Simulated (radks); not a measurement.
The mean radii <r> (bohr) of the occupied orbitals of an atom or ion are listed with their occupations. Calculated with a radial shooting solver on a logarithmic mesh with Libxc functionals: scalar-relativistic Kohn-Sham, SCAN, spin-polarised, spherical densities, finite nucleus; meta-GGA in the generalised Kohn-Sham scheme; Fermi nuclear charge, rms radius of each element as measured or else 0.836 A^(1/3) + 0.57 fm.

orbital  occ.      <r>
1s down     1  0.06092
1s up       1  0.06092
2s up       1   0.2791
2s down     1   0.2783
2p up       3   0.2473
2p down     3   0.2464
3s up       1   0.8508
3s down     1   0.8562
3p up       3   0.9019
3p down     3   0.9098
3d up       5    1.122

Name the element and its charge. Open shells, if any, are filled with parallel spins first.

Answer. Z = 25, manganese, charge +2: Mn2+ in [Ar] 3d5. The 1s radius gives Z: for a bare nucleus <r> = (2 gamma + 1)/(2Z) with gamma = sqrt(1 - (Z/c)^2), 0.05933 bohr for Z = 25, and screening makes it slightly larger (0.06092 here). The occupations add up to 23, and the charge is Z minus that.
